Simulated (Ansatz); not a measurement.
This geometry of AlF₃H₂ (6 atoms, charge 0, multiplicity 1) is a first-order saddle point.

Method: RKS BHLYP/def2-SVP (Ansatz 0.2.0).

```xyz
6
Properties=species:S:1:pos:R:3
Al 0.011 -0.199 0.016
H 0.020 0.046 1.680
F 1.423 0.144 -0.744
F -1.427 0.080 -0.720
F 0.056 -1.868 0.798
H 0.045 -1.102 1.581
```

Q: Which two structures does it join? (They come from a converged band through this point; their orientation in space is the band's.)

A: Bonds broken: Al1–H2, F5–H6. Bonds formed: H2–H6. AlF3H2 becomes AlF3 + H2.

First end point:

```xyz
6
Properties=species:S:1:pos:R:3
Al 0.004 0.081 0.112
H 0.000 0.687 1.554
F 1.409 0.061 -0.756
F -1.411 -0.008 -0.736
F 0.055 -1.817 0.758
H 0.070 -1.902 1.680
```

Last end point:

```xyz
6
Properties=species:S:1:pos:R:3
Al 0.019 -0.602 -0.197
H 0.014 0.164 1.788
F 1.409 0.197 -0.529
F -1.412 0.131 -0.504
F 0.060 -2.206 0.139
H 0.038 -0.584 1.915
```

Q: How far does it lie above each of them?

A: 0.36 eV above the first and 1.36 eV above the second. This is the barrier of this one path; another mechanism may lie lower. The orbitals stay closed-shell, which can raise the energy where a bond breaks towards radicals; this wasn't checked here.

Time of the run: 83 s on 1 thread of Arm Neoverse V2, with other jobs on the host, peak memory 0.12 GiB.
